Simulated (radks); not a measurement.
Problem. Coherent X-ray form factor from a spherical all-electron density. All-electron calculation, non-relativistic Kohn-Sham, TPSS, spin-polarised, spherical densities, point nucleus; meta-GGA in the generalised Kohn-Sham scheme. Program: a radial shooting solver on a logarithmic mesh with Libxc functionals.

sin(theta)/lambda (1/angstrom),f0 (electrons)
0.05,31.851
0.1,31.413
0.15,30.716
0.2,29.801
0.25,28.720
0.3,27.527
0.4,25.001
0.5,22.527
0.6,20.254
0.8,16.372
1,13.195
1.25,10.099
1.5,7.981
2,5.839

The species is in the configuration that NIST lists as its ground one. Which atom or ion scatters so?

Solution. The technetium ion Tc11+, [Ar] 3d10 4s2 4p2. Extrapolating in s^2 from the first two rows gives f0(0) = 32.0, near the electron count 32; among species with that count, the fall with angle is slower the higher Z, and the table is that of Z = 43; from so few rows the species is fixed only to a neighbour or two.
